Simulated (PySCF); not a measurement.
**Correlation energy of Pd⁺ (palladium, charge +1)**

Starting occupation: [Kr] 4d9, 4d3/2 with m_j = -1/2, +1/2, +3/2, 4d5/2 with m_j = -5/2, -3/2, -1/2, +1/2, +3/2, +5/2. Computed with PySCF 2.14 in x2c-TZVPall-2c (8s9p7d1f, 77 functions), with X2C-1e with screened-nucleus spin-orbit coupling, Gaussian nucleus. Frozen: [Ar] 3d10; 17 electrons correlated; the 6 highest virtual spinors left out.

MP2 pair energies summed by pair of shells (mhartree):

| pair | energy | share (%) |
| --- | --- | --- |
| 4d-4d | -218.79 | 48.8 |
| 4d-4p | -136.27 | 30.4 |
| 4p-4p | -44.34 | 9.9 |
| 4d-4s | -25.18 | 5.6 |
| 4p-4s | -20.23 | 4.5 |
| 4s-4s | -3.48 | 0.8 |

Total MP2 correlation energy: -448.30 mhartree.

The GHF reference relaxed away from the jj start to a determinant that is no pure jj level (⟨S²⟩ = 0.77, ⟨J²⟩ = 3.76); the energies belong to that determinant.

This basis was not built for core-valence correlation, so the inner-shell part is incomplete.
